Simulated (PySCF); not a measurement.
## Fractional electron number in C²⁺ (carbon, charge +2)

The 2s beta orbital of [He] 2s2 is emptied in steps (occupation f), with all orbitals relaxed, ending at [He] 2s1. All numbers are calculated (PySCF 2.14, the non-relativistic Hamiltonian (point nucleus), in def2-SVP (3s2p1d, 14 functions)). The exact energy is a straight line in f; departures are measured from the line between the end points of the same method.

```tsv
f	UHF (eV)	LDA (eV)	PBE (eV)	PBE0 (eV)	LC-wPBE (eV)	BHandHLYP (eV)	TPSS (eV)
1	0.000	0.000	0.000	0.000	0.000	0.000	0.000
0.9	0.020	-0.607	-0.604	-0.451	-0.175	-0.311	-0.584
0.7	0.044	-1.400	-1.394	-1.041	-0.400	-0.728	-1.353
0.5	0.050	-1.641	-1.636	-1.222	-0.465	-0.874	-1.601
0.3	0.040	-1.348	-1.346	-1.007	-0.381	-0.747	-1.358
0.1	0.017	-0.555	-0.549	-0.412	-0.158	-0.328	-0.637
0	0.000	0.000	0.000	0.000	0.000	0.000	0.000
```

```json
{"method": "UHF", "E(f=0) − E(f=1) (eV)": "45.453", "−ε at f=1 (eV)": "45.678", "−ε at f=0.5 (eV)": "45.442"}
{"method": "LDA", "E(f=0) − E(f=1) (eV)": "46.660", "−ε at f=1 (eV)": "39.893", "−ε at f=0.5 (eV)": "46.810"}
{"method": "PBE", "E(f=0) − E(f=1) (eV)": "46.881", "−ε at f=1 (eV)": "40.144", "−ε at f=0.5 (eV)": "47.020"}
{"method": "PBE0", "E(f=0) − E(f=1) (eV)": "46.796", "−ε at f=1 (eV)": "41.768", "−ε at f=0.5 (eV)": "46.893"}
{"method": "LC-wPBE", "E(f=0) − E(f=1) (eV)": "46.991", "−ε at f=1 (eV)": "45.025", "−ε at f=0.5 (eV)": "47.052"}
{"method": "BHandHLYP", "E(f=0) − E(f=1) (eV)": "46.758", "−ε at f=1 (eV)": "43.306", "−ε at f=0.5 (eV)": "46.707"}
{"method": "TPSS", "E(f=0) − E(f=1) (eV)": "46.915", "−ε at f=1 (eV)": "40.402", "−ε at f=0.5 (eV)": "46.930"}
```

Orbital energy along the path (eV):

| f | UHF | LDA | PBE | PBE0 | LC-wPBE | BHandHLYP | TPSS |
| --- | --- | --- | --- | --- | --- | --- | --- |
| 1 | -45.678 | -39.893 | -40.144 | -41.768 | -45.025 | -43.306 | -40.402 |
| 0.9 | -45.624 | -41.296 | -41.541 | -42.811 | -45.452 | -43.991 | -41.744 |
| 0.7 | -45.527 | -44.083 | -44.311 | -44.875 | -46.275 | -45.351 | -44.388 |
| 0.5 | -45.442 | -46.810 | -47.020 | -46.893 | -47.052 | -46.707 | -46.930 |
| 0.3 | -45.368 | -49.413 | -49.624 | -48.836 | -47.762 | -48.098 | -49.297 |
| 0.1 | -45.303 | -51.780 | -52.072 | -50.685 | -48.469 | -49.650 | -52.040 |
| 0 | -45.273 | -52.159 | -50.563 | -49.358 | -47.847 | -50.116 | -50.654 |

As f goes to zero the orbital energy of a semilocal functional can turn back, because the density of that orbital vanishes from the exchange-correlation potential.

Reference removal energy between the ground levels: 47.888 eV (measured; NIST Atomic Spectra Database, ionization energies). UHF lacks correlation.
